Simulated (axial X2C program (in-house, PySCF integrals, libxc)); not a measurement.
# Low determinants of AlMo at the PBE0 level, with spin–orbit coupling

All values were computed with an in-house all-electron X2C program for linear molecules (integrals from PySCF). Two-component (2c) means X2C with spin–orbit coupling and atomic mean-field two-electron Coulomb and Gaunt terms. Basis: Mo dyall-cv3z [11s12p9d5f3g], Al dyall-v3z [8s8p2d1f] (cores contracted in-house); Gaussian nuclei, density fitting, unrestricted open shells. Masses: Mo 97.905 u, Al 26.982 u.

Search at 2.747 Å (vertical energies from the lowest determinant):

| ΔE (eV) | state | electrons beyond evenly filled partner blocks | electrons in ±ω = 1/2, 3/2, 5/2, 7/2 |
| --- | --- | --- | --- |
| 0.00 | Ω = 5/2 | ω = 5/2 | 38 14 3 0 |
| 0.37 | Ω = 7/2 | 2 × ω = 1/2, ω = 5/2 | 38 14 3 0 |
| 0.39 | Ω = 3/2 | ω = 1/2, ω = -3/2, ω = 5/2 | 37 15 3 0 |
| 0.52 | Ω = 9/2 | ω = 1/2, ω = 3/2, ω = 5/2 | 37 15 3 0 |
| 1.09 | Ω = 1/2 | ω = -1/2, ω = -3/2, ω = 5/2 | 37 15 3 0 |
| 1.54 | Ω = 3/2 | 2 × ω = -1/2, ω = 5/2 | 38 14 3 0 |
| 1.58 | Ω = 7/2 | ω = -1/2, ω = 3/2, ω = 5/2 | 37 15 3 0 |

Lowest determinant, Ω = 5/2 (⟨Sz⟩ = 2.50, ⟨Lz⟩ = 0.00 at PBE0): Re = 2.743 Å, ωe = 218.0 cm⁻¹.

The determinant in row 2 of the search, Ω = 7/2 (⟨Sz⟩ = 2.50, ⟨Lz⟩ = 1.00 at PBE0), was followed along the bond at PBE0; measured from the minimum of the lowest determinant it gives:

Te = 0.283 eV (2285 cm⁻¹), Re = 2.531 Å, ωe = 253.6 cm⁻¹.

Problem. Compare the bond of the determinant in row 2 with that of the lowest one.

Solution. At PBE0 its Re is 0.212 Å shorter and its force constant, which goes as ωe², is 1.35 times that of the lowest determinant. T0 ≈ Te + Δωe/2 = 2285 + (18) = 2303 cm⁻¹.

The search compares states at one distance, so a state with another bond length can lie lower; it is not exhaustive and yields mostly the lowest determinant of each block pattern, so other components and higher states of one pattern are missing. These are energies of single determinants, not of spin-adapted states; PBE0 term energies can be off by some tenths of an eV, and the functional has no current term. The lowest determinant need not be the ground state where others lie within half an eV.
